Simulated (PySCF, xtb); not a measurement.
Ni(OH)2 (H2NiO2), SMILES [OH][Ni][OH] (connectivity only; charge and spin as stated), neutral, multiplicity 3. One conformer was computed; it need not be the lowest.

Harmonic wavenumbers (cm⁻¹) from xtb with GFN2-xTB at its own minimum, in rising order: 125, 200, 346, 476, 491, 540, 598, 3617, 3621.

Problem. What does PBE0-D3(BJ)/def2-TZVP (PySCF) give at its own minimum? (Estimate from the structure and the level; the computed values follow.)

Solution. 143, 203, 435, 552, 638, 772, 775, 3899, 3902. Paired by order, the mean absolute difference is 145 cm⁻¹ and the zero-point energies are 14.3 and 16.2 kcal/mol.
